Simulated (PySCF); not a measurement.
# YCl: one state, many levels of theory

State: ¹Σ⁺ (singlet), closed shell. Set-up: PySCF, scalar-relativistic core potentials, basis sets Y def2-TZVPP with ECP28, Cl def2-TZVPP. De refers to Y (4d1 5s2) + Cl in their high-spin ground configurations, without counterpoise correction. A positive dipole means Y(−)Cl(+).

```json
{"Level": "RHF", "Re (Å)": "2.446", "ωe (cm⁻¹)": "360", "De (eV)": "n/a", "μ (D)": "-2.73", "CPU s a point (SCF and correlation, without the integrals)": "0.86"}
{"Level": "RHF-MP2", "Re (Å)": "2.395", "ωe (cm⁻¹)": "379", "De (eV)": "n/a", "μ (D)": "n/a", "CPU s a point (SCF and correlation, without the integrals)": "1.4"}
{"Level": "RHF-SCS-MP2", "Re (Å)": "2.409", "ωe (cm⁻¹)": "374", "De (eV)": "n/a", "μ (D)": "n/a", "CPU s a point (SCF and correlation, without the integrals)": "n/a"}
{"Level": "RHF-CCSD", "Re (Å)": "2.415", "ωe (cm⁻¹)": "372", "De (eV)": "5.21", "μ (D)": "n/a", "CPU s a point (SCF and correlation, without the integrals)": "n/a"}
{"Level": "RHF-CCSD(T)", "Re (Å)": "2.411", "ωe (cm⁻¹)": "374", "De (eV)": "5.35", "μ (D)": "n/a", "CPU s a point (SCF and correlation, without the integrals)": "33"}
{"Level": "LDA", "Re (Å)": "2.346", "ωe (cm⁻¹)": "396", "De (eV)": "6.00", "μ (D)": "-2.21", "CPU s a point (SCF and correlation, without the integrals)": "1.3"}
{"Level": "PBE", "Re (Å)": "2.379", "ωe (cm⁻¹)": "377", "De (eV)": "5.32", "μ (D)": "-2.25", "CPU s a point (SCF and correlation, without the integrals)": "1.8"}
{"Level": "PBEsol", "Re (Å)": "2.360", "ωe (cm⁻¹)": "387", "De (eV)": "5.59", "μ (D)": "-2.17", "CPU s a point (SCF and correlation, without the integrals)": "1.1"}
{"Level": "BLYP", "Re (Å)": "2.405", "ωe (cm⁻¹)": "364", "De (eV)": "5.12", "μ (D)": "-2.46", "CPU s a point (SCF and correlation, without the integrals)": "1.1"}
{"Level": "r²SCAN", "Re (Å)": "2.382", "ωe (cm⁻¹)": "382", "De (eV)": "5.15", "μ (D)": "-2.41", "CPU s a point (SCF and correlation, without the integrals)": "2.7"}
{"Level": "PBE0", "Re (Å)": "2.377", "ωe (cm⁻¹)": "382", "De (eV)": "5.22", "μ (D)": "-2.44", "CPU s a point (SCF and correlation, without the integrals)": "4.3"}
{"Level": "M06", "Re (Å)": "2.383", "ωe (cm⁻¹)": "381", "De (eV)": "5.41", "μ (D)": "-2.80", "CPU s a point (SCF and correlation, without the integrals)": "3.8"}
{"Level": "CAM-B3LYP", "Re (Å)": "2.394", "ωe (cm⁻¹)": "377", "De (eV)": "5.18", "μ (D)": "-2.76", "CPU s a point (SCF and correlation, without the integrals)": "5.3"}
```

Q: Which functional lies closest to RHF-CCSD(T) in De, which farthest, and by how much do they differ from it?

A: Closest is PBE (-3.2 pm in Re, +0.8 % in ωe, -0.03 eV in De against RHF-CCSD(T) in the same basis), farthest LDA (-6.5 pm in Re, +5.9 % in ωe, +0.65 eV in De). CCSD(T) converges more slowly with the basis than the functionals do and binds too weakly in this one, so the order can change at the basis-set limit.

Q: What does a quarter of exact exchange do here, going from PBE to PBE0?

A: PBE0 less PBE: -0.2 pm in Re, +1.3 % in ωe, -0.10 eV in De. Exact exchange removes part of the self-interaction that spreads semilocal densities, and in most molecules shortens and stiffens the bond and lowers De; so it does here.

Q: What does the step from GGA to meta-GGA do here, going from PBE to r²SCAN?

A: r²SCAN less PBE: +0.3 pm in Re, +1.3 % in ωe, -0.17 eV in De. 

Correlated steps freeze 5 core orbitals. The metal atom is held in its measured ground configuration; semilocal functionals can put another filling of s and d lower by some tenths of an eV, and De to that atom would be smaller. Spin–orbit coupling is left out, which matters for elements this heavy, above all for dissociation energies. Where the molecule has an RHF reference, its open-shell atoms are computed with UHF.

The whole job (state search and all levels along the bond) took about 6.3 min on 2 threads of Arm Neoverse V1 (shared host), peak memory 2.8 GiB.
